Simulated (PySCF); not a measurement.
Here is a computed PBE0-D3(BJ)/def2-SVP geometry (Å):
```
atom  x, y, z in Å
C1     2.038    0.298    1.383
S2     0.981   -0.948    0.654
C3     0.729   -0.648   -1.172
C4     0.524    0.854   -1.298
C5    -0.550    1.104   -0.215
C6    -0.800   -0.298    0.330
C7    -1.823   -0.518    1.395
C8    -0.694   -1.177   -0.934
H9     1.875    0.252    2.469
H10    3.076    0.010    1.164
H11    1.825    1.304    1.002
H12    1.438   -1.159   -1.833
H13    0.160    1.074   -2.313
H14    1.446    1.437   -1.163
H15   -0.253    1.824    0.562
H16   -1.496    1.478   -0.639
H17   -1.642    0.123    2.270
H18   -2.810   -0.248    0.987
H19   -1.866   -1.568    1.718
H20   -1.417   -0.927   -1.726
H21   -0.740   -2.256   -0.720
```

Charge +1, singlet.

Read off the bonds between heavy atoms and their formal orders.

C1–S2 1.79 Å (single); S2–C3 1.87 Å (single); C3–C4 1.52 Å (single); C4–C5 1.54 Å (single); C5–C6 1.53 Å (single); C6–C7 1.49 Å (single); C6–C8 1.54 Å (single); C3–C8 1.54 Å (single). Bonds to hydrogen (Å): C1–H9 1.10; C1–H10 1.10; C1–H11 1.10; C3–H12 1.10; C4–H13 1.10; C4–H14 1.10; C5–H15 1.10; C5–H16 1.10; C7–H17 1.10; C7–H18 1.10; C7–H19 1.10; C8–H20 1.10; C8–H21 1.10.

Write the SMILES.

`CS[C@@H]1CC[C+](C)C1`, [C7H13S]+.

What is the point group of this geometry?

C1 (no symmetry element, even within 0.4 Å).

Which rings does it hold (smallest set)?

C3–C4–C5–C6–C8 (5 members, 0.28 Å rms from planarity).

Describe the place of each heavy atom.

C1: S-methyl carbon; S2: sulfide sulfur; C3: sp3 carbon bound to sulfur; C4: ring CH2 carbon; C5: ring CH2 carbon; C6: formal carbocation centre; C7: methyl carbon; C8: ring CH2 carbon.

What is the arrangement about C5?

It has 4 neighbours (C4, C6, H15, H16) and is distorted tetrahedral (angles from 102.5° to 114.4°).

What is the arrangement about C8?

It has 4 neighbours (C6, C3, H20, H21) and has angles from 89.7° to 114.8°.
